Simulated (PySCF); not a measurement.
FGeH7Si2.
InChI=1S/FGeH7Si2/c1-4(2)3/h4H,2-3H3/t4-/m1/s1

A linear-response calculation (PySCF, def2-SVPD basis, gas phase, vertical, core orbitals frozen in the response) gave these numbers; the functional is withheld.

Orbital energies (eV): HOMO-3 -11.23, HOMO-2 -11.19, HOMO-1 -10.19, HOMO -9.18, LUMO 0.14, LUMO+1 0.57, LUMO+2 1.01.

```
state  E (eV)      f  main configurations (H = HOMO, L = LUMO)
   S1    5.89  0.023                                 H→L (93%)
   S2    6.78  0.220                  H→L+1 (72%), H→L+4 (14%)
   S3    6.82  0.011                               H-1→L (93%)
   S4    7.29  0.031     H→L+2 (58%), H→L+3 (14%), H→L+1 (10%)
   S5    7.38  0.108                  H→L+3 (76%), H→L+2 (15%)
   S6    7.57  0.350                   H→L+4 (72%), H→L+1 (9%)
```

Triplets, Tamm–Dancoff:

```json
{"state": "T1", "E (eV)": "5.24", "λ (nm)": "236.5", "main configurations (H = HOMO, L = LUMO)": "H→L (94%)"}
{"state": "T2", "E (eV)": "5.97", "λ (nm)": "207.7", "main configurations (H = HOMO, L = LUMO)": "H→L+1 (68%), H→L+4 (10%)"}
{"state": "T3", "E (eV)": "6.17", "λ (nm)": "201.0", "main configurations (H = HOMO, L = LUMO)": "H-1→L (81%)"}
{"state": "T4", "E (eV)": "6.62", "λ (nm)": "187.4", "main configurations (H = HOMO, L = LUMO)": "H→L+2 (66%)"}
```

Vertical ionisation energy by ΔSCF with the same functional: 9.91 eV. Mean static polarisability: 93.1 au.

Question: Name the functional.
A. CAM-B3LYP
B. B3LYP
C. HF
D. PBE

Answer: A. CAM-B3LYP is range-separated, 19% exact exchange at short range and 65% at long range (ω = 0.33 bohr⁻¹). In this run −ε(HOMO) = 9.18 eV differs from the ΔSCF value by -0.73 eV, and S1 differs from the orbital gap of 9.32 eV by -3.43 eV. The ratio −ε(HOMO)/IP is 0.93. Small neutral molecules mostly give 0.85 to 0.93 with CAM-B3LYP, 0.5 to 0.7 with PBE, 0.67 to 0.83 with B3LYP; Hartree–Fock can't fall below 1, since the ion's relaxation only lowers the ΔSCF value. The other options: PBE, a GGA without exact exchange; HF, time-dependent Hartree–Fock, 100% exact exchange; B3LYP, a global hybrid with 20% exact exchange.

Method: TDDFT CAM-B3LYP/def2-SVPD, vertical, gas phase, core orbitals frozen in the response in PySCF 2.14.0, density-fitted response routines. Geometry: PBE0-D3(BJ)/def2-SVP; no solvent, vibrations or thermal averaging. Relativistic effects, spin–orbit coupling among them, are left out although an element past zinc is present.

Hardware: one thread of an x86-64 server (shared host). Cost: 57 s.
